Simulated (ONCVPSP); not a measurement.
# Which change was made? (Fe, ONCV)

Fe (Z = 26), optimised norm-conserving Vanderbilt (ONCV), made with ONCVPSP 4.0.1 (PBE, scalar-relativistic). Core [Ne], reference 3s2 3p6 3d6 4s1.5 (charge +0.5). Waves: 3s+4s: rc 1.25 bohr, ncon 5, nbas 8, qcut 9.4 1/bohr, 3 projectors, debl 0.7 Ha; 3p: rc 0.85 bohr, ncon 5, nbas 9, qcut 11.2 1/bohr, 1 projector; 3d: rc 1.45 bohr, ncon 4, nbas 9, qcut 11 1/bohr, 1 projector. Local part: polynomial inside 0.55 bohr (lpopt 5, dvloc0 0 Ha). Core correction: Teter function, fcfact 5.75, rcfact 1.25.

Cutoffs, loose and tight: the cutoffs (Ha) at which the residual kinetic energy of the hardest occupied pseudo-wave falls to 1 and 0.1 mHa per electron. They do not see the model core or the augmentation charge, which bear on the density cutoff. Test errors are all-electron minus pseudo excitation energies from the reference, over the configurations 3s2 3p6 3d6 4s2; 3s2 3p6 3d6 4s1; 3s2 3p6 3d6 4s0; 3s2 3p6 3d6 4s1 4p1; variants that change the core or the reference have their own tests.

The base gives: outcome: generated; cutoff, loose: 61 Ha; cutoff, tight: 273 Ha; bound ghosts: s; GHOST(+) flags above zero: s; largest test error (meV): +13.

(1) After one change the result is: outcome: generated; cutoff, loose: 66 Ha; cutoff, tight: 179 Ha; bound ghosts: none; GHOST(+) flags above zero: s; largest test error (meV): +15. Which change was it?
A. all radii but the core radius scaled by about 0.85 (s 1.06, p 0.72, d 1.22 bohr); local potential polynomial inside 0.46 bohr (lpopt 5, dvloc0 0 Ha)
B. p: nproj 3
C. reference 3s2 3p6 3d6 4s2

Answers

(1) A. The others give: p: nproj 3 → outcome: generated, projector energies reset by the program; cutoff, loose: 61 Ha; cutoff, tight: 273 Ha; bound ghosts: s, p; GHOST(+) flags above zero: s; largest test error (meV): +1.3 | reference 3s2 3p6 3d6 4s2 → outcome: generated; cutoff, loose: 61 Ha; cutoff, tight: 273 Ha; bound ghosts: s; GHOST(+) flags above zero: s; largest test error (meV): -7.5.
